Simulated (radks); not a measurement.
Problem. Isoelectronic series with 71 electrons, each ion in its NIST ground configuration. All-electron calculation, scalar-relativistic Kohn-Sham, PBE, spin-polarised, spherical densities, finite nucleus; open shells are filled with parallel spins first (spin-orbit coupling, left out, can overturn this in heavy ions); Fermi nuclear charge, rms radius of each element as measured or else 0.836 A^(1/3) + 0.57 fm. Program: a radial shooting solver on a logarithmic mesh with Libxc functionals. Total energies (hartree) and mean radii <r> (bohr) (* marks an orbital that is empty in some or all of the ions):

| ion | configuration | E (hartree) | 5d up | 6s down* |
|---|---|---|---|---|
| Lu | [Xe] 4f14 5d1 6s2 | -14561.4752 | 2.890 | 3.678 |
| Hf+ | [Xe] 4f14 5d1 6s2 | -15075.9281 | 2.159 | 3.137 |
| Ta2+ | [Xe] 4f14 5d3 | -15601.4835 | 1.974 | 2.879 |
| W3+ | [Xe] 4f14 5d3 | -16138.2193 | 1.749 | 2.602 |
| Re4+ | [Xe] 4f14 5d3 | -16686.1224 | 1.593 | 2.388 |
| Os5+ | [Xe] 4f14 5d3 | -17245.2183 | 1.475 | 2.216 |
| Ir6+ | [Xe] 4f14 5d3 | -17815.6734 | 1.380 | 2.073 |
| Pt7+ | [Xe] 4f14 5d3 | -18397.4951 | 1.300 | 1.953 |
| Hg9+ | [Xe] 4f14 5d3 | -19595.7428 | 1.174 | 1.757 |
| Tl10+ | [Xe] 4f14 5d3 | -20212.3896 | 1.122 | 1.675 |
| Pb11+ | [Xe] 4f14 5d3 | -20840.8417 | 1.076 | 1.603 |

Estimate the row of Au8+ ([Xe] 4f14 5d3).

Solution. E (hartree) -18990.8298; 5d up 1.233; 6s down* 1.848.
